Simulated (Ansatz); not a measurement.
C₇H₄Cl₂O, SMILES `O=C(Cl)c1ccc(Cl)cc1`. Total charge 0; spin multiplicity 1.

```xyz
14

O    -2.1257   -0.9804   -2.1725
C    -1.0224   -1.1709   -1.7838
Cl   -0.0236   -2.4237   -2.5722
C    -0.3660   -0.4537   -0.6750
C    -1.1188    0.5325   -0.0359
C    -0.5831    1.2530    1.0114
C     0.7160    0.9836    1.4222
Cl    1.3910    1.8779    2.7271
C     1.4786    0.0072    0.7985
C     0.9337   -0.7096   -0.2501
H    -2.1292    0.7229   -0.3754
H    -1.1598    2.0194    1.5126
H     2.4886   -0.1852    1.1356
H     1.5207   -1.4731   -0.7424
```

Task: What are the harmonic wavenumbers in cm⁻¹ at PBE0-D4/def2-TZVP (Ansatz, finite differences of forces, unscaled)? (Best estimate.)

Result: The calculation gave: 45, 86, 153, 261, 266, 319, 414, 417, 470, 485, 577, 641, 668, 747, 755, 849, 870, 906, 985, 999, 1037, 1129, 1136, 1195, 1241, 1319, 1365, 1445, 1527, 1633, 1658, 1856, 3219, 3224, 3232, 3239.

Task: Is this a minimum?

Result: Yes, all 36 modes are real.

Task: Give the ideal-gas thermochemistry at 298.15 K and 1 bar (rigid rotor, harmonic oscillator; point group Cs, symmetry number 1).

Result: Zero-point energy 241.5 kJ/mol; H(298) − E = 266.3 kJ/mol; entropy 394.1 J/(mol·K), of which translation 173.3, rotation 128.8, vibration 92.0; G(298) − E = 148.8 kJ/mol. Modes under 100 cm⁻¹ are hindered rotations or soft bends, so the harmonic entropy is rough.

Task: And at 400, 500, 600, 800 and 1000 K?

Result: 
```tsv
T (K)	H − E (kJ/mol)	S (J/mol/K)	G − E (kJ/mol)
400	282.0	439.3	106.3
500	300.5	480.5	60.3
600	321.4	518.4	10.3
800	368.3	585.8	-100.3
1000	420.2	643.6	-223.3
```

Task: Rotational constants (cm⁻¹)?

Result: 0.1015, 0.01482, 0.01293.
